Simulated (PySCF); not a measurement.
Vibration and rotation of MgGe

ROHF-CCSD(T) constants of MgGe, ³Σ⁻ (triplet), unpaired electrons π ↑↑ (basis Mg pcseg-1, Ge pcseg-1; no relativity; PySCF 2.14; masses 23.9850 and 73.9212 u):

```
ωe              : 214.3 cm⁻¹
ωexe            : 1.87 cm⁻¹
Be              : 0.12726 cm⁻¹
αe              : 0.00122 cm⁻¹
D (centrifugal) : 1.8e-07 cm⁻¹
De to Mg + Ge   : 0.62 eV
```

(1) Give the vibrational terms G(v) and spacings up to v = 6.

(2) How well does the Morse estimate ωe²/(4ωexe) reproduce De, and what is D0?

Correlated steps freeze 10 core orbitals. Correlated levels converge slowly with the basis: in double zeta they bind strong bonds too weakly, by up to about 1 eV, and carry superposition errors of some tenths. Spin–orbit coupling is left out. The state was picked by a PBE0 search and need not be the measured ground state.

Results:

(1) G(v) = ωe(v+½) − ωexe(v+½)².

| v | G(v) (cm⁻¹) | G(v) − G(v−1) | Bv (cm⁻¹) |
| --- | --- | --- | --- |
| 0 | 106.7 |  | 0.1267 |
| 1 | 317.2 | 210.6 | 0.1254 |
| 2 | 524.1 | 206.8 | 0.1242 |
| 3 | 727.1 | 203.1 | 0.1230 |
| 4 | 926.5 | 199.3 | 0.1218 |
| 5 | 1122.1 | 195.6 | 0.1206 |
| 6 | 1313.9 | 191.9 | 0.1193 |

(2) It gives 0.76 eV, 123 % of the computed De. D0 = De − G(0) = 0.62 − 0.01 = 0.61 eV.
